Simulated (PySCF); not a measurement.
Ge(H)2(Cl)(Me), CH5ClGe, SMILES [CH3][GeH2][Cl] at its CAM-B3LYP/def2-SVP optimised geometry (Å):

```
8

Ge     0.1483    -0.7532     0.0000
C     -0.5856     1.0429     0.0000
Cl    -0.4755    -1.7316    -1.8369
H      1.6826    -0.7532     0.0000
H     -0.3946    -1.6023     1.1568
H     -1.6826     1.0046    -0.0413
H     -0.2830     1.5729     0.9153
H     -0.2189     1.6023    -0.8713
```

Calculation: CAM-B3LYP/def2-TZVP run with PySCF.

Map of the log10 of the electron density (e/bohr³), floored at −4 on the plane z = 1.2 Å:

```
|00000000000000000000000000000|
|00000000000000000000000000000|
|00000000000000000000000000000|
|00000000001122110000000000000|
|00000000112333322100000000000|
|00000001223444443210000000000|
|00000012234566654310000000000|
|00000122345677765321000000000|
|00000123456788875421000000000|
|00001234456789875431000000000|
|00001234556788765432100000000|
|00001234456677765432110000000|
|00001233455666655433221000000|
|00000123445566655443322100000|
|00000112344566665544433210000|
|00000012344566666555443210000|
|00000012345667776655543321000|
|00000012346778876655544321000|
|00000012456789877655443210000|
|00000012456899987654433210000|
|00000012456899876544332110000|
|00000012356788876543221100000|
|00000001345667665432211000000|
|00000001234555544321100000000|
|00000000123344433210000000000|
|00000000012222221100000000000|
|00000000000111110000000000000|
|00000000000000000000000000000|
|00000000000000000000000000000|
```
Scale: ten equal steps from -4.00 (start of '0') to -0.654 (end of '9'), in the order '0123456789'; x runs from -4.00 to 4.00, y from -4.00 (bottom) to 4.00 (top).
